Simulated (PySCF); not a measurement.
## Spinor energies of W²⁺ (tungsten, charge +2)

Start: [Xe] 4f14 5d4; 5d3/2 filled at m_j = -3/2, -1/2, +1/2, +3/2. Calculated with PySCF 2.14 in x2c-SVPall-2c (7s9p9d2f, 93 functions): generalised Hartree-Fock with the X2C-1e Hamiltonian and a Gaussian nucleus; one run each with spin-orbit coupling (SO) switched off, then screened by Boettger's factors.

```tsv
spinor shell	electrons	ε, spin-free (eV)	ε, screened SO (eV)	weight of nominal j (screened SO)	rms radius, screened SO (bohr)
1s1/2	2	-69912.9	-69891.4	1.000	0.0208
2s1/2	2	-12222.3	-12215.4	1.000	0.0838
2p1/2	2	-10695.4	-11662.0	1.000	0.0713
2p3/2	4	-10695.4	-10302.7	1.000	0.0787
3s1/2	2	-2890.0	-2887.5	1.000	0.214
3p1/2	2	-2429.9	-2641.2	1.000	0.206
3p3/2	4	-2429.9	-2342.3	1.000	0.221
3d3/2	4	-1894.5	-1931.8	1.000	0.195
3d5/2	6	-1894.5	-1867.3	1.000	0.199
4s1/2	2	-641.67	-640.78	1.000	0.478
4p1/2	2	-488.04	-537.31	1.000	0.487
4p3/2	4	-488.04	-467.23	1.000	0.519
4d3/2	4	-289.34	-296.90	0.999	0.544
4d5/2	6	-289.34	-283.39	0.999	0.556
5s1/2	2	-110.00	-109.75	1.000	1.15
5p1/2	2	-69.103	-77.780	0.930	1.32
4f5/2	6	-66.427	-67.317	0.973	0.682
5p3/2	4	-69.103	-64.978	0.926	1.33
4f7/2	8	-66.427	-64.915	0.979	0.680
5d3/2	4	-26.136	-26.128	0.669	2.01
```

| quantity | spin-free | screened SO |
| --- | --- | --- |
| E (hartree) | -16129.03545 | -16147.95619 |
| M_J | 0 | 0 |
| ⟨J²⟩ | 4.006 | 2.690 |
| ⟨L²⟩ | 6.004 | 5.598 |
| ⟨S²⟩ | 6.002 | 5.571 |

The determinant has a definite M_J but mixes levels of different J.

Each row is a mean over spinors that exchange with the open shell spreads, by up to 4.208 eV (5p3/2).

Rows whose weight is well below 1 are mixtures of j = l ± 1/2: exchange outweighs spin-orbit coupling there, and the label is only the starting occupation.

Breit and QED terms are absent; they matter most for the inner s and p1/2 levels.

Densities and radii are taken from the X2C orbitals without a picture-change correction, which distorts them close to the nucleus.

Without spin-orbit coupling the j labels of p, d and f shells carry no meaning; the spin-free column gives the mean over the occupied spinors of each nl shell, and its ⟨J²⟩ belongs to a mixture of degenerate components.
